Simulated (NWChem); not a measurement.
Molecule: SiHCl2, doublet; SMILES [SiH](Cl)Cl

All runs: NWChem. Pople sets run with spherical d functions. Spin-unrestricted. In the optimisation the excess spin sits in a' (Cs, its own frame). All runs use the structure optimised with PBE0/def2-SVP, spin-unrestricted. No stability test was run on the SCF state. Solvent water, SMD (1 M gas to 1 M solution), gas-phase geometry. Reactions with the solvent are ignored.

**Question.** Taking M06-2X/6-311++G** as the yardstick, which of these has the fewest basis functions while keeping “dipole in solution (D)” within 0.2 D of it: M06-2X/6-311G**; M06-2X/6-31G*; M06-2X/3-21G; M06-2X/STO-3G; M06-2X/6-31+G*?

**Answer.** M06-2X/6-31G*.
| level | basis functions | dipole in solution (D) | relative time (rough) |
|---|---|---|---|
| M06-2X/STO-3G | 28 | 3.20 | 1 |
| M06-2X/3-21G | 41 | 3.08 | 1 |
| M06-2X/6-31G* | 56 | 2.24 | 3 |
| M06-2X/6-31+G* | 68 | 2.30 | 4 |
| M06-2X/6-311G** | 84 | 2.45 | 3 |
| M06-2X/6-311++G** | 97 | 2.35 | 5 |

The yardstick is one finite set, not the basis-set limit.
